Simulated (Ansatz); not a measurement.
Stepwise reaction of `[F][Mo]([F])(=[S])=[S]` with water, as a gas-phase model of exchange steps in deposition or etching. ΔE in kJ/mol; ΔG adds harmonic PBE0-D4 terms to CCSD(T)/CBS, at 1 bar.

Isolated molecules relaxed with PBE0-D4/def2-TZVP in Ansatz; ΔE leaves out vibrations. CBS: MP2 limit from def2 TZ/QZ plus the TZ coupled-cluster correction, frozen cores. This one scheme is used for every species. DFT in def2-TZVPP. B3LYP here is the variant with VWN-RPA as its local correlation; programs differ in this. Elements past krypton have def2 core potentials. For Mo outer-core shells are correlated without core-valence functions, which leaves a few kJ/mol of doubt a bond. One conformer a species, not always the lowest.

| step | reaction | PBE-D4 | B3LYP-D4 | ωB97M-V | CCSD(T)/CBS | ΔG(600 K) |
| --- | --- | --- | --- | --- | --- | --- |
| 1 | `[F][Mo]([F])(=[S])=[S]` + H₂O → `[OH][Mo]([F])(=[S])=[S]` + H–F | 18.3 | 17.4 | 18.0 | 12.5 | 11.6 |

Task: Give the row of step 2, `[OH][Mo]([F])(=[S])=[S]` + H₂O → `[OH][Mo]([OH])(=[S])=[S]` + H–F. (Estimate.)

Result: The calculation gave: 
```tsv
step	reaction	PBE-D4	B3LYP-D4	ωB97M-V	CCSD(T)/CBS	ΔG(600 K)
2	`[OH][Mo]([F])(=[S])=[S]` + H₂O → `[OH][Mo]([OH])(=[S])=[S]` + H–F	23.9	23.2	23.9	18.5	23.0
```

Task: By hand: ΔE of the 2 steps together at CCSD(T)/CBS.

Result: (12.5) + (18.5) = 31.0 kJ/mol, or 15.5 kJ/mol a step.

In ΔE each step is higher than the one before. All are uphill at CCSD(T)/CBS. ΔG lies between 11.6 and 23.0 kJ/mol a step. PBE-D4 differs from CCSD(T)/CBS by 5.4 to 5.8 kJ/mol a step. Isolated molecules leave out the surface, adducts and barriers. Largest T1 diagnostic: 0.025.
